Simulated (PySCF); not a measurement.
## How methods differ on the excitation energy of F

F [He] 2s2 2p5 (2P) → F [He] 2s1 2p6 (2S), as a difference of total energies. Computed with PySCF 2.14 in aug-cc-pV5Z, with the non-relativistic Hamiltonian (point nucleus). Correlated levels: valence: 1s2 frozen. The calculations carry no spin-orbit coupling.

```csv
method,excitation energy (eV)
UHF,23.865
LDA,18.243
PBE,18.899
PBE0,20.156
r2SCAN,20.619
BHandHLYP,21.253
HSE06,20.108
PW91,18.871
MP2 (valence),21.854
SCS-MP2 (valence),21.742
```

Problem. How much does correlation contribute at MP2 (valence)?

Solution. 21.854 − (23.865) = -2.011 eV, measured against UHF.

A first-order spin-orbit estimate (lowest level to lowest level, LS coupling) adds 0.017 eV.

The upper state lies above the first ionisation limit, where it may autoionise and the basis confines it.
